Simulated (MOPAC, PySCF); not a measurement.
H3B, SMILES `B`, neutral singlet in the gas phase. 

Z-matrix (Å, degrees):
```
B
H 1 1.1892
H 1 1.1892 2 120.00
H 1 1.1892 2 120.00 3 179.95
```
Charge 0, multiplicity 1.

All levels are single points at this geometry (B3LYP-D3(BJ)/def2-TZVP); Pople sets use spherical d functions. Orbital energies aren't observables, and empty levels follow the basis.

```csv
level,HOMO (eV),LUMO (eV),gap (eV),dipole (D),"vertical IE, Delta-SCF (eV)"
PBE-D3(BJ)/def2-TZVP in PySCF,-8.48,-3.04,5.44,0.00,–
ωB97X-D3(BJ)/def2-TZVP in PySCF,-12.60,0.23,12.84,0.00,–
B3LYP/6-31G* in PySCF,-9.58,-1.78,7.80,0.00,13.12
PBE/6-31G* in PySCF,-8.30,-2.67,5.63,0.00,12.88
HF/6-31G* in PySCF,-13.52,2.42,15.94,0.00,12.48
HF/STO-3G in PySCF,-12.59,6.52,19.11,0.00,–
PM3 in MOPAC,-13.57,0.13,13.70,0.00,–
PM6 in MOPAC,-11.71,-0.30,11.42,0.00,–
PM7 in MOPAC,-12.01,-0.34,11.67,0.00,–
```
